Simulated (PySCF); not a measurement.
Question: Give a PBE0-D3(BJ)/def2-SVP geometry of `O=C([C@@H]1OC[C@H]1F)C(F)(F)F`.

Answer: 
```xyz
15
C5H4F4O2 angstrom
O      1.5398   -0.0819    1.7950
C      1.0637   -0.2836    0.7148
C     -0.4233   -0.3943    0.4782
O     -0.7906   -1.0762   -0.7067
C     -1.5709    0.0265   -1.1750
C     -1.1323    0.8933    0.0040
F     -2.1249    1.3247    0.8197
C      1.9743   -0.3739   -0.5324
F      1.5053    0.4419   -1.4882
F      3.2050    0.0008   -0.2367
F      2.0063   -1.6100   -1.0092
H     -0.8881   -0.7993    1.3946
H     -2.6534   -0.1848   -1.1640
H     -1.2597    0.3615   -2.1767
H     -0.4731    1.7410   -0.2371
```

Any rigid rotation of these coordinates is as good. Atoms count from 1 in this order. The 4 C–C bonds span 1.510 Å (C2–C3, drawn single) to 1.547 Å (C2–C8, drawn single), a spread of 0.037 Å. Of the pairs four or more bonds apart, O4···F9 is among the closest relative to their van der Waals radii: 2.86 Å, 96 % of the sum of Bondi's values. The 4-membered ring C3–O4–C5–C6 has internal angles of 84.0° to 92.5°; it is almost planar, 0.03 Å rms from its mean plane, widest ring torsion 5°. The 3 C–O bonds span 1.198 Å (O1=C2, drawn double) to 1.430 Å (O4–C5, drawn single), a spread of 0.232 Å.

Bonds between heavy atoms (Å): O1=C2 1.198, C2–C3 1.510, C3–O4 1.415, O4–C5 1.430, C5–C6 1.528, C6–F7 1.355, C2–C8 1.547, C8–F9 1.341, C8–F10 1.320, C8–F11 1.325, C3–C6 1.545.

Method used: PBE0-D3(BJ)/def2-SVP geometry optimisation, gas phase in PySCF 2.14.0.

Point group: C1 (no symmetry element, even within 0.4 Å). Whether it is a minimum is left open (no frequencies). One conformer, not necessarily the lowest (O1–C2–C3–O4 -159°).
